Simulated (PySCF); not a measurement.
**Computed structure and properties of [Tb(H2O)2]3+**

System: [Tb(H2O)2]3+ (singlet in the valence; each metal's 4f electrons, 8 of them, lie in its core potential, out of spins and levels); start: displaced along the imaginary mode (C1). Method: PySCF 2.14.0, RKS PBE0, Tb lcecp-1-SVP with ECP54, O def2-SVP, H def2-SVP; non-relativistic Hamiltonian with scalar-relativistic core potentials where named; density fitting; no spin-orbit coupling.

Input of the relaxation:

```python
mol = gto.M(atom='''
Tb     0.00913     0.04168     0.00000
O     -0.03862    -0.17700     2.26124
H      0.50149     0.30926     2.94334
H     -0.58986    -0.78209     2.82931
O     -0.03891    -0.17706    -2.26124
H      0.48556    -0.78557    -2.84980
H     -0.60579     0.30577    -2.92286''',
    basis={'Tb': 'lcecp-1-SVP', 'O': 'def2-SVP', 'H': 'def2-SVP'},
    ecp={'Tb': 'lcecp-1-SVP'},
    charge=3, spin=0)
mf = dft.RKS(mol, xc='PBE0')
mf.grids.atom_grid = (50, 194)  # f atoms: unpruned, at least (60, 302)
mf = mf.density_fit()  # fitting sets: Tb AutoAux, O def2-universal-JKFIT, H def2-universal-JKFIT
mf.conv_tol = 1e-08; mf.max_cycle = 55
mf.kernel(dm0)  # dm0: converged density of the start geometry
# quasi-Newton relaxation in Cartesian coordinates to a largest gradient under 0.00045 Eh/bohr, steps kept in the point group
```

Run from Python with OMP_NUM_THREADS=2; the lines above give its settings. Where DIIS fails, smearing, a level shift and second-order steps follow.
It took 94 s on 2 threads of Arm Neoverse V1, on a shared host, from the converged density of the start.

Course of the relaxation:

```tsv
step	energy above end (eV)	largest force component within the symmetry (eV/Å)
0	0.2006	0.118
1	0.1975	0.070
2	0.1952	0.182
3	0.1909	0.149
4	0.1857	0.178
5	0.1781	0.214
6	0.1668	0.256
7	0.1500	0.354
27	0.0015	0.088
28	0.0010	0.073
29	0.0005	0.045
30	0.0003	0.090
31	0.0001	0.036
32	0.0000	0.014
```
(The steps between are left out.)

Relaxed geometry (C1):

```xyz
7

Tb    0.3455    1.0620   -0.0128
O     0.0161   -0.1567    1.8162
H     0.2841    0.0507    2.7515
H    -0.4476   -1.0302    1.9094
O    -0.0865   -0.1739   -1.8128
H     0.3124   -1.0437   -2.0826
H    -0.7010    0.0268   -2.5688
```

| contact | Å |
| --- | --- |
| Tb1–O2 (H2O) | 2.222 |
| Tb1–O5 (H2O) | 2.226 |

On the finer grid (75, 302):

- HOMO: -26.59 eV
- LUMO: -18.63 eV
- Dipole about the centre of mass: 3.17 D
- Set of Mulliken populations of Tb1 outside the core potential: s 2.09, p 6.10, d 0.54, f 0.03
- D3(BJ) dispersion energy (not in the energies): -0.078 eV

| atom | Mulliken (e) | Löwdin (e) | spin (e) |
| --- | --- | --- | --- |
| Tb1 | 2.23 | 2.02 | 0.00 |
| O2 | -0.32 | 0.04 | 0.00 |
| H3 | 0.36 | 0.23 | 0.00 |
| H4 | 0.35 | 0.23 | 0.00 |
| O5 | -0.32 | 0.03 | 0.00 |
| H6 | 0.35 | 0.23 | 0.00 |
| H7 | 0.35 | 0.23 | 0.00 |

The 4f levels lie in the core potential and are missing. Their spin isn't counted.

On the grid (50, 194), as all that follows. Harmonic modes: a minimum within the noise of the softest modes; lowest 34 cm⁻¹ (negative: unstable), highest 3526 cm⁻¹, zero-point energy 1.318 eV.

Taking off one H2O (charge 0, singlet; the rest: singlet) in vacuum, both parts rigid, costs 4.39 eV; the small basis without counterpoise inflates it. Parting with an electron moved from the ligand to the metal can be far cheaper, even downhill.

Rigid scan of H2O along the line from its metal:

| distance to O2 (Å) | energy (eV) |
| --- | --- |
| 1.92 | 0.824 |
| 2.02 | 0.312 |
| 2.12 | 0.067 |
| 2.22 | 0.000 |
| 2.32 | 0.050 |
| 2.42 | 0.176 |
| 2.62 | 0.543 |

One start shape was tried, so this needn't be the lowest isomer.

An lcecp potential fixes the number of 4f electrons, so in runs with it no electron can move into or out of that shell.
